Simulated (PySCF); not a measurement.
Si(OH)2(OEt)(NH2), C2H9NO3Si, SMILES CCO[Si](N)(O)O at its GFN2-xTB optimised geometry (Å):

```
16

C      1.8358    -0.7953     0.2290
C      0.4045    -1.2740     0.0350
O     -0.4567    -0.1682     0.0000
Si    -2.0830    -0.1682     0.0000
N     -2.6684    -1.0301     1.3789
O     -2.5125     1.3934     0.0000
O     -2.7281    -0.8437    -1.3413
H      2.5125    -1.6452     0.2548
H      2.1197    -0.1365    -0.5872
H      1.9176    -0.2437     1.1615
H      0.3178    -1.8320    -0.9068
H      0.1127    -1.9430     0.8531
H     -3.6691    -1.0896     1.4797
H     -2.2706    -0.7687     2.2669
H     -2.2304     1.9430    -0.7261
H     -2.7327    -1.7914    -1.4332
```

Computed with PBE0/def2-TZVP (PySCF). Cells within 0.4 Å of a nucleus heavier than hydrogen are left out (blank, or x).

Map of the log10 of the electron density (e/bohr³), floored at −4 on the plane z = 0.0 Å:

```
|000000000000000000000000000|
|000000000000000000000000000|
|000000000000000000000000000|
|000000000000000000000000000|
|000000110000000000000000000|
|000012332210000000000000000|
|000234554321000000000000000|
|002356776532000000000000000|
|012468998643110000000000000|
|013579xx9753332111110000000|
|013579xx9755544322332100000|
|013468998767765434544310000|
|012457788789986556665421000|
|0124567xx89xx97667876531000|
|0124567xx89xx98788987532000|
|01245678878999988xx97642000|
|01245666666789xx99998642100|
|00234556555679x988888643100|
|001234444445788776777642000|
|000123333334667655565432000|
|000012222223455443344321000|
|000000110012333321222100000|
|000000000000111100000000000|
|000000000000000000000000000|
|000000000000000000000000000|
|000000000000000000000000000|
|000000000000000000000000000|
```
Scale: ten equal steps from -4.00 (start of '0') to -0.326 (end of '9'), in the order '0123456789'; x runs from -5.00 to 5.00, y from -5.00 (bottom) to 5.00 (top).
